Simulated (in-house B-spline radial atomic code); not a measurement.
How G0W0 and RPA depend on the start: Sb⁵⁺

Configuration [Kr] 4d10. Computed with a B-spline radial code for spherical atoms: all electrons, non-relativistic, point nucleus, each spin shell either full or empty, empty states to l = 9 with an (l + 1/2)⁻⁴ tail; G0W0 by contour deformation at full frequency.

Without relativity these are model numbers: it shifts the levels of so heavy an element strongly and can reorder them.

```json
{"start": "Hartree-Fock", "mean-field 4d (eV)": "-101.30", "G0W0 (eV)": "-101.49", "QP weight": "0.972", "RPA correlation (Eh)": "-3.3314"}
{"start": "LDA VWN5", "mean-field 4d (eV)": "-90.78", "G0W0 (eV)": "-101.20", "QP weight": "0.955", "RPA correlation (Eh)": "-3.5977"}
{"start": "PBE", "mean-field 4d (eV)": "-90.58", "G0W0 (eV)": "-101.07", "QP weight": "0.954", "RPA correlation (Eh)": "-3.5925"}
{"start": "PBE0", "mean-field 4d (eV)": "-93.62", "G0W0 (eV)": "-101.16", "QP weight": "0.961", "RPA correlation (Eh)": "-3.5206"}
{"start": "r2SCAN", "mean-field 4d (eV)": "-91.27", "G0W0 (eV)": "-101.03", "QP weight": "0.958", "RPA correlation (Eh)": "-3.5442"}
{"start": "HSE06", "mean-field 4d (eV)": "-93.17", "G0W0 (eV)": "-101.18", "QP weight": "0.960", "RPA correlation (Eh)": "-3.5254"}
{"start": "B3LYP (VWN-RPA)", "mean-field 4d (eV)": "-93.02", "G0W0 (eV)": "-101.25", "QP weight": "0.959", "RPA correlation (Eh)": "-3.5365"}
{"start": "SCAN", "mean-field 4d (eV)": "-91.21", "G0W0 (eV)": "-101.00", "QP weight": "0.958", "RPA correlation (Eh)": "-3.5413"}
{"start": "TPSS", "mean-field 4d (eV)": "-90.59", "G0W0 (eV)": "-101.08", "QP weight": "0.955", "RPA correlation (Eh)": "-3.5782"}
{"start": "BHandHLYP", "mean-field 4d (eV)": "-96.46", "G0W0 (eV)": "-101.36", "QP weight": "0.965", "RPA correlation (Eh)": "-3.4548"}
{"start": "CAM-B3LYP", "mean-field 4d (eV)": "-94.99", "G0W0 (eV)": "-101.37", "QP weight": "0.963", "RPA correlation (Eh)": "-3.5106"}
{"start": "LC-wPBE", "mean-field 4d (eV)": "-96.04", "G0W0 (eV)": "-101.35", "QP weight": "0.965", "RPA correlation (Eh)": "-3.5154"}
{"start": "wB97X", "mean-field 4d (eV)": "-95.84", "G0W0 (eV)": "?", "QP weight": "?", "RPA correlation (Eh)": "?"}
{"start": "PBEsol", "mean-field 4d (eV)": "-90.54", "G0W0 (eV)": "-101.11", "QP weight": "0.955", "RPA correlation (Eh)": "-3.5943"}
{"start": "BLYP", "mean-field 4d (eV)": "-90.39", "G0W0 (eV)": "?", "QP weight": "?", "RPA correlation (Eh)": "?"}
{"start": "r2SCAN0", "mean-field 4d (eV)": "-94.11", "G0W0 (eV)": "-101.14", "QP weight": "0.963", "RPA correlation (Eh)": "-3.4884"}
{"start": "LDA exchange-only", "mean-field 4d (eV)": "-88.85", "G0W0 (eV)": "-101.39", "QP weight": "0.952", "RPA correlation (Eh)": "-3.5976"}
```

What G0W0 level, weight and RPA correlation energy follow from the wB97X start?

G0W0 level -101.17 eV, weight 0.965, RPA correlation -3.4985 hartree.

What G0W0 level, weight and RPA correlation energy follow from the BLYP start?

G0W0 level -101.17 eV, weight 0.953, RPA correlation -3.5943 hartree.

How much of the dependence on the start does G0W0 remove?

The mean-field levels span 12.4 eV and the G0W0 levels 0.493 eV. Against 99.51 ± 0.05 eV (NIST, measured) the G0W0 removal energies are off by +1.49 to +1.98 eV, with relativity, Breit and QED terms left out.
